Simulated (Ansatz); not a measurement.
Input for Ansatz (a program for electronic structure): R-wB97M-V/def2-TZVPP on BH3Se2 (SMILES [SeH]B[SeH]), a point of a torsion scan.

Ansatz 0.2 input:
```yaml
crystal:
  periodic: [false, false, false]
  atoms:
    - {symbol: Se, position_ang: [-1.95560866, -0.03932667, -0.53249299]}
    - {symbol: B, position_ang: [-0.18143988, 0.61188988, -0.82451285]}
    - {symbol: Se, position_ang: [0.07801295, 2.27887366, -1.69156989]}
    - {symbol: H, position_ang: [-1.67805132, -0.79395001, 0.66391967]}
    - {symbol: H, position_ang: [0.72741232, 0.04129826, -0.36210729]}
    - {symbol: H, position_ang: [1.52091771, 2.29140648, -1.67625917]}
basis:
  gaussian:
    orbitals: def2-TZVPP
hamiltonian:
  xc: {name: wB97M-V}
scf: {lower_state_search: off}
```

The head of its log:

```
WARN ansatz: RAYON_NUM_THREADS=1 ignored (pool sized by the plan → 1); use --threads N
Functional definition: wB97M-V
these checks for a lower state are left out or cut short: stability, starts, cluster_reference, orbital_swaps, neighbouring_geometries, increment
integrals: 0.12 GiB planned
1136 factors; their error is unknown
integrals: 0.16 GiB planned
229 factors; integrals over basis functions are off by at most 7.6e-6 eV
mean field: 1.12 GiB planned
mean field evaluation 1: about -131416.6590 eV, gradient 1.4e1 eV
mean field evaluation 2: about -131417.1399 eV, gradient 6.9e0 eV
```

Task: Give the final energy of this run.

Result: -4829.5130 hartree.
